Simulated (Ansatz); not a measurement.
**Nudged elastic band run: C₂H₁₀AlNSi**

input.yaml

```yaml
crystal:
  periodic: [false, false, false]
  atoms:
    - { symbol: C, position_ang: [-1.16174, -0.663515, 0.55661] }
    - { symbol: "N", position_ang: [0.18963, -0.449588, 0.001599] }
    - { symbol: Si, position_ang: [1.491595, -1.163334, 0.942351] }
    - { symbol: C, position_ang: [0.38616, 0.968365, -0.42655] }
    - { symbol: Al, position_ang: [-0.896889, 1.484796, -1.758597] }
    - { symbol: H, position_ang: [-1.376651, -0.059332, 1.445199] }
    - { symbol: H, position_ang: [-1.301206, -1.710115, 0.82576] }
    - { symbol: H, position_ang: [-1.925861, -0.419641, -0.186976] }
    - { symbol: H, position_ang: [1.654703, -0.531146, 2.210759] }
    - { symbol: H, position_ang: [2.702731, -1.028227, 0.20921] }
    - { symbol: H, position_ang: [1.199094, -2.539221, 1.155949] }
    - { symbol: H, position_ang: [1.391311, 1.039987, -0.841319] }
    - { symbol: H, position_ang: [0.377894, 1.637489, 0.439694] }
    - { symbol: H, position_ang: [-0.870694, 0.838922, -3.084989] }
    - { symbol: H, position_ang: [-1.882079, 2.543561, -1.459301] }
basis:
  gaussian: { orbitals: STO-3G }
hamiltonian:
  xc: hf
neb:
  order_check: false
  images: 5
  f_tol: 0.03
  max_iterations: 60
  final_atoms:
    - { symbol: C, position_ang: [-1.15585762, -0.46585234, 0.73935542] }
    - { symbol: "N", position_ang: [0.14336831, -0.46764601, 0.03741462] }
    - { symbol: Si, position_ang: [1.46200767, -1.20252441, 0.93883742] }
    - { symbol: C, position_ang: [0.43168333, 0.86195527, -0.58026993] }
    - { symbol: Al, position_ang: [-0.92691609, 1.36242142, -1.84145792] }
    - { symbol: H, position_ang: [-1.21402647, 0.25487086, 1.56258373] }
    - { symbol: H, position_ang: [-1.36872149, -1.45336798, 1.14758021] }
    - { symbol: H, position_ang: [-1.96669921, -0.22432049, 0.04646875] }
    - { symbol: H, position_ang: [1.06205709, -2.50359649, 1.35286581] }
    - { symbol: H, position_ang: [1.81253703, -0.44791295, 2.0975032] }
    - { symbol: H, position_ang: [2.59793141, -1.28629897, 0.08737354] }
    - { symbol: H, position_ang: [1.38927293, 0.77408697, -1.0927557] }
    - { symbol: H, position_ang: [0.58119037, 1.62235817, 0.1926813] }
    - { symbol: H, position_ang: [-1.10444394, 0.57472614, -3.07624467] }
    - { symbol: H, position_ang: [-1.76538533, 2.55010182, -1.58253679] }
  initial_path:
    images:
      - { positions_ang: [[-1.16174, -0.663515, 0.55661], [0.18963, -0.449588, 0.001599], [1.491595, -1.163334, 0.942351], [0.38616, 0.968365, -0.42655], [-0.896889, 1.484796, -1.758597], [-1.376651, -0.059332, 1.445199], [-1.301206, -1.710115, 0.82576], [-1.925861, -0.419641, -0.186976], [1.654703, -0.531146, 2.210759], [2.702731, -1.028227, 0.20921], [1.199094, -2.539221, 1.155949], [1.391311, 1.039987, -0.841319], [0.377894, 1.637489, 0.439694], [-0.870694, 0.838922, -3.084989], [-1.882079, 2.543561, -1.459301]] }
      - { positions_ang: [[-1.14073192, -0.63671986, 0.65640256], [0.13426108, -0.47408262, -0.01429851], [1.46259302, -1.17788734, 0.90786725], [0.39676992, 0.93067433, -0.44790196], [-0.87724956, 1.4640231, -1.84284989], [-1.24175566, -0.00920212, 1.54868804], [-1.32010285, -1.66627245, 0.93177755], [-1.94987023, -0.32240329, -0.02358709], [1.44202641, -0.8698152, 2.23382769], [2.64326872, -0.76555894, 0.44303158], [1.42978494, -2.50802738, 0.83771421], [1.39036645, 0.99782986, -0.86043126], [0.32812878, 1.6274548, 0.40845571], [-0.87803838, 0.75940129, -3.16651148], [-1.84145271, 2.59958681, -1.5827854]] }
      - { positions_ang: [[-1.11972384, -0.60992471, 0.75619513], [0.07889216, -0.49857724, -0.03019603], [1.43359103, -1.19244068, 0.8733835], [0.40737984, 0.89298367, -0.46925392], [-0.85761012, 1.44325021, -1.92710278], [-1.10686032, 0.04092777, 1.65217708], [-1.3389997, -1.62242991, 1.0377951], [-1.97387947, -0.22516558, 0.13980182], [1.22934981, -1.2084844, 2.25689638], [2.58380645, -0.50289088, 0.67685317], [1.66047587, -2.47683376, 0.51947941], [1.38942189, 0.95567273, -0.87954352], [0.27836356, 1.61742059, 0.37721742], [-0.88538275, 0.67988057, -3.24803396], [-1.80082642, 2.65561262, -1.70626979]] }
      - { positions_ang: [[-1.09871575, -0.58312957, 0.85598769], [0.02352325, -0.52307186, -0.04609354], [1.40458905, -1.20699401, 0.83889975], [0.41798976, 0.855293, -0.49060588], [-0.83797068, 1.42247731, -2.01135567], [-0.97196498, 0.09105765, 1.75566611], [-1.35789655, -1.57858736, 1.14381265], [-1.9978887, -0.12792788, 0.30319072], [1.01667322, -1.5471536, 2.27996506], [2.52434417, -0.24022281, 0.91067475], [1.89116681, -2.44564014, 0.20124462], [1.38847734, 0.91351559, -0.89865578], [0.22859833, 1.60738639, 0.34597914], [-0.89272713, 0.60035986, -3.32955645], [-1.76020013, 2.71163843, -1.82975419]] }
      - { positions_ang: [[-1.11776304, -0.54403716, 0.81711027], [0.0634716, -0.50459658, -0.01825749], [1.42372859, -1.20550414, 0.87221231], [0.42255428, 0.85751376, -0.52049389], [-0.86761915, 1.40245868, -1.95472309], [-1.05265214, 0.14566205, 1.69130532], [-1.36150486, -1.53684757, 1.14506851], [-1.98749221, -0.16005875, 0.21761673], [1.03180117, -1.8659679, 1.97093198], [2.28707513, -0.30945286, 1.30628424], [2.12675501, -2.05919308, 0.16328759], [1.38874254, 0.86703938, -0.96335575], [0.34612901, 1.61237698, 0.29487986], [-0.9632994, 0.59181529, -3.24511919], [-1.76192853, 2.6577929, -1.74734839]] }
      - { positions_ang: [[-1.13681033, -0.50494475, 0.77823285], [0.10341996, -0.4861213, 0.00957856], [1.44286813, -1.20401428, 0.90552486], [0.42711881, 0.85973451, -0.55038191], [-0.89726762, 1.38244005, -1.8980905], [-1.13333931, 0.20026645, 1.62694452], [-1.36511318, -1.49510777, 1.14632436], [-1.97709571, -0.19218962, 0.13204274], [1.04692913, -2.1847822, 1.6618989], [2.04980608, -0.37868291, 1.70189372], [2.36234321, -1.67274603, 0.12533056], [1.38900773, 0.82056318, -1.02805573], [0.46365969, 1.61736758, 0.24378058], [-1.03387167, 0.58327071, -3.16068193], [-1.76365693, 2.60394736, -1.66494259]] }
      - { positions_ang: [[-1.15585762, -0.46585234, 0.73935542], [0.14336831, -0.46764601, 0.03741462], [1.46200767, -1.20252441, 0.93883742], [0.43168333, 0.86195527, -0.58026993], [-0.92691609, 1.36242142, -1.84145792], [-1.21402647, 0.25487086, 1.56258373], [-1.36872149, -1.45336798, 1.14758021], [-1.96669921, -0.22432049, 0.04646875], [1.06205709, -2.50359649, 1.35286581], [1.81253703, -0.44791295, 2.0975032], [2.59793141, -1.28629897, 0.08737354], [1.38927293, 0.77408697, -1.0927557], [0.58119037, 1.62235817, 0.1926813], [-1.10444394, 0.57472614, -3.07624467], [-1.76538533, 2.55010182, -1.58253679]] }
```

Run as:

```bash
$ ansatz run input.yaml --threads 1 --pin off --max-ram 2048MiB --backend cpu --events-out ev --progress --plain --runs-dir out
```

Output, in part (warnings, iteration lines, the closing report on the highest movable image, with atoms numbered from 0):

```
NEB end point (image 0): max|allowed force component| = 1.470e-2 eV/Å (the criterion of neb.relax_end_points is 1.000e-2)
NEB end point (image 6): max|allowed force component| = 9.115e-3 eV/Å (the criterion of neb.relax_end_points is 1.000e-2)
NEB iter   1: max|band force component| = 6.228e0 eV/Å  barrier→ = 1.4416 eV  barrier← = 1.4416 eV  Δτ_max = 0.1827 Å  (189 SCF iters)
NEB iter   2: max|band force component| = 1.212e0 eV/Å  barrier→ = 0.2719 eV  barrier← = 0.2720 eV  Δτ_max = 0.0986 Å  (132 SCF iters)
NEB iter   3: max|band force component| = 2.807e-1 eV/Å  barrier→ = 0.1093 eV  barrier← = 0.1094 eV  CI = image 3  Δτ_max = 0.0472 Å  (117 SCF iters)
NEB iter   4: max|band force component| = 1.383e-1 eV/Å  barrier→ = 0.0990 eV  barrier← = 0.0990 eV  CI = image 3  Δτ_max = 0.0940 Å  (118 SCF iters)
NEB iter   5: max|band force component| = 1.311e-1 eV/Å  barrier→ = 0.0916 eV  barrier← = 0.0916 eV  CI = image 3  Δτ_max = 0.1688 Å  (116 SCF iters)
NEB iter   6: max|band force component| = 4.686e-1 eV/Å  barrier→ = 0.0909 eV  barrier← = 0.0909 eV  CI = image 3  Δτ_max = 0.0845 Å  (122 SCF iters)
NEB iter   7: max|band force component| = 1.797e-1 eV/Å  barrier→ = 0.0916 eV  barrier← = 0.0916 eV  CI = image 3  Δτ_max = 0.0433 Å  (115 SCF iters)
NEB iter   8: max|band force component| = 5.972e-2 eV/Å  barrier→ = 0.0899 eV  barrier← = 0.0899 eV  CI = image 3  Δτ_max = 0.0329 Å  (117 SCF iters)
NEB iter   9: max|band force component| = 3.930e-2 eV/Å  barrier→ = 0.0897 eV  barrier← = 0.0897 eV  CI = image 3  Δτ_max = 0.0174 Å  (119 SCF iters)
NEB iter  10: max|band force component| = 1.662e-2 eV/Å  barrier→ = 0.0895 eV  barrier← = 0.0896 eV  CI = image 3  Δτ_max = 0.0000 Å  (346 SCF iters)
Total energy: -17932.43968998 eV, -659.0050035626 hartree
Atom 0 at    -1.165008    -0.486661     0.713617 Å, force     0.000819    -0.003571     0.004000 eV/Å
Atom 1 at     0.158553    -0.429145     0.066843 Å, force    -0.000953     0.000652    -0.004153 eV/Å
Atom 2 at     1.475589    -1.214254     0.930276 Å, force     0.000208     0.001553    -0.000057 eV/Å
Atom 3 at     0.424614     0.906145    -0.542657 Å, force     0.004445    -0.001618     0.000744 eV/Å
Atom 4 at    -0.925334     1.376918    -1.824473 Å, force    -0.000887     0.000298    -0.002057 eV/Å
Atom 5 at    -1.280198     0.209881     1.551706 Å, force    -0.001038     0.000557     0.000331 eV/Å
Atom 6 at    -1.365638    -1.489657     1.088708 Å, force     0.000193     0.000155    -0.001591 eV/Å
Atom 7 at    -1.955401    -0.252606    -0.005609 Å, force    -0.001879     0.000752    -0.001691 eV/Å
Atom 8 at     1.053417    -1.605370     2.232911 Å, force    -0.001869    -0.000438     0.003222 eV/Å
Atom 9 at     2.585363    -0.330442     1.044497 Å, force     0.001350     0.001541     0.000734 eV/Å
Atom 10 at     1.893929    -2.379286     0.226072 Å, force     0.000945    -0.000742    -0.000351 eV/Å
Atom 11 at     1.391010     0.844401    -1.042017 Å, force     0.000078    -0.000885    -0.001121 eV/Å
Atom 12 at     0.545233     1.668698     0.233251 Å, force     0.001295     0.000842     0.001378 eV/Å
Atom 13 at    -1.065601     0.582853    -3.059945 Å, force    -0.002197    -0.000560    -0.001185 eV/Å
Atom 14 at    -1.792531     2.547527    -1.583780 Å, force    -0.000511     0.001465     0.001798 eV/Å
Dipole moment:     0.006645     0.119398     0.070637 e Å
```

It converged. A vibrational analysis at the climbing image gives one clearly imaginary mode, 148i cm⁻¹: a first-order saddle point. Limits of this set-up: minimal basis.

Final band (atoms are numbered from 1 in the order of the input):

```
image  path coordinate (Å)  energy (eV)  dihedral C1–N2–Si3–H10 (°)
    0                 0.00        0.000                         173
    1                 0.75        0.021                        -169
    2                 1.50        0.067                        -150
    3                 2.25        0.090                        -130
    4                 2.99        0.067                        -109
    5                 3.73        0.021                         -87
    6                 4.47        0.000                         -67
```

The run took 53 s on 1 thread of Arm Neoverse V2, with other jobs on the host, peak memory 0.1 GiB.
